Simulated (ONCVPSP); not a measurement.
A failed generation for iron (Fe)

Input:

```
# ATOM AND REFERENCE CONFIGURATION
# atsym  z   nc   nv     iexc    psfile
  Fe 26.00    3    4        3      upf
#
#   n    l    f
    1    0    2.00
    2    0    2.00
    2    1    6.00
    3    0    2.00
    3    1    6.00
    3    2    6.00
    4    0    1.75
#
# PSEUDOPOTENTIAL AND OPTIMIZATION
# lmax
    2
#
#   l,   rc,      ep,       ncon, nbas, qcut
    0    1.15    0.00    3    6   11.20
    1    1.15    0.00    4    7   14.30
    2    1.05    0.00    4    9   24.50
#
# LOCAL POTENTIAL
# lloc, lpopt,  rc(5),   dvloc0
    4    5    1.00    0.00
#
# VANDERBILT-KLEINMAN-BYLANDER PROJECTORs
# l, nproj, debl
    0    2    3.60
    1    2    1.30
    2    2    3.70
#
# MODEL CORE CHARGE
# icmod, fcfact, rcfact
    0    0.00    0.00
#
# LOG DERIVATIVE ANALYSIS
# epsh1, epsh2, depsh
   -5.00    5.00    0.04
#
# OUTPUT GRID
# rlmax, drl
    6.00    0.01
#
# TEST CONFIGURATIONS
# ncnf
    4
# nvcnf
#   n    l    f
    4
    3    0    2.00
    3    1    6.00
    3    2    6.00
    4    0    2.00
#
    4
    3    0    2.00
    3    1    6.00
    3    2    6.00
    4    0    1.00
#
    4
    3    0    2.00
    3    1    6.00
    3    2    6.00
    4    0    0.00
#
    4
    3    0    2.00
    3    1    6.00
    3    2    6.00
    4    0    1.50
#
```

```bash
oncvpspr.x < Fe.dat > Fe.out
```

End of the output:

```
    Optimizing pswf for qcut=  14.28 a_B^-1,  ecut= 101.99 Ha
    Residual kinetic energy error=  4.40D-09 Ha

    Energy error per electron        Cutoff
         Ha          eV             Ha
         0.01000     0.27211       20.88
         0.00100     0.02721       28.68
         0.00010     0.00272       35.61
         0.00001     0.00027       63.73

   Wellstate for l =  2  n =  5 kap= -3
     eigenvalue =   3.3443
     asymptotic potential =   3.8443
     half-point radius =  2.6024

Calculating optimized projector #   1

 for l=   2

    Fraction of norm inside rc  0.553132
    Optimizing pswf for qcut=  24.49 a_B^-1,  ecut= 299.83 Ha
    Residual kinetic energy error=  4.41D-08 Ha
 ERROR pspot:  first pseudo wave function has node,          program will stop
 ERROR pspot: try changing psp parameters for this l
```

Question: Why did it fail, and what change makes it run?

Answer: The run stopped because the optimised pseudo-wave of the first projector has a node, so the radial equation cannot be inverted for a potential. A run that differs only in the following succeeds: d: qcut 16.8. The answer isn't unique; the calculation gave this one.
